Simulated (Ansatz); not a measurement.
**Abstraction of Br: SnH3Br + CClF2 → SnH3 + CBrClF2**

Species: SnH3Br `[Br][SnH3]`, singlet; CClF2 `F[C](F)Cl`, doublet; SnH3 `[SnH3]`, doublet; CBrClF2 `FC(F)(Cl)Br`, singlet. A radical takes Br: the energy is the difference in strength between the Sn–Br bond broken and the C–Br bond made.

Shapes, held fixed at every level: PBE0-D4/def2-TZVP. Programs: Ansatz 0.2.0. The zero-point and thermal change to 298 K, harmonic and unscaled (PBE0-D4/def2-TZVP), is -2.6 kJ/mol.

```
              level                    kind  ΔH(298 K) (kJ/mol)  less CCSD(T)/def2-TZVPP
     MP2/def2-TZVPP     perturbation theory               +56.1                     -5.4
   SPW92/def2-TZVPP                     LDA               +40.8                    -20.7
BHLYP-D4/def2-TZVPP           global hybrid               +83.8                    +22.3
 wB97M-V/def2-TZVPP  range-separated hybrid               +57.3                     -4.2
   CCSD(T)/def2-SVP   coupled cluster or CI               +62.9                     +1.4
      CCSD/def2-SVP   coupled cluster or CI               +69.0                     +7.5
    CCSD/def2-TZVPP   coupled cluster or CI               +67.5                     +6.0
 CCSD(T)/def2-TZVPP   coupled cluster or CI               +61.5                      0.0
```

The highest level, CCSD(T)/def2-TZVPP, gives ΔH(298 K) = +61.5 kJ/mol; the levels span +40.8 to +83.8. The column of differences is taken from that level and isn't an error. No measured value is set beside it here. Open shells run unrestricted. For atoms past krypton def2 sets carry core potentials with scalar relativity. Relativity is left out for Br. Outer-core shells of Br, Sn are correlated in most correlated rows, in sets that cover them unevenly.
